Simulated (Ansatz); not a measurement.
Mulliken charges of C₂H₅BOSe (`OB1CC[Se]1`) from PBE/def2-TZVPP in Ansatz (PBE0-D4/def2-TZVP geometry).

```
atom   x (Å)   y (Å)   z (Å)  charge (e)
  O1  -1.956   0.097   1.197      -0.232
  B2  -0.913   0.161   0.349       0.105
  C3   0.527  -0.459   0.459      -0.211
  C4   1.035   0.086  -0.888      -0.169
 Se5  -0.646   1.020  -1.396      -0.100
  H6  -2.740   0.565   0.902       0.207
  H7   1.107  -0.094   1.311       0.085
  H8   0.541  -1.552   0.508       0.085
  H9   1.277  -0.675  -1.627       0.115
 H10   1.851   0.801  -0.813       0.115
```

Task: By hand: the dipole of these point charges (1 e Å = 4.8032 D).

Result: Σ q r = (0.069, -0.034, 0.012) e Å, of length 0.078 e Å = 0.37 D.

Task: How does the dipole of the full density compare? (Estimate.)

Result: The calculation gave: (0.013, -0.040, 0.064) e Å, 0.37 D; the point charges give 1.00 times that, at 60° from its direction.

Point charges leave out the atoms' own dipoles, such as those of lone pairs, and Mulliken's split depends on the basis, so the two needn't agree.
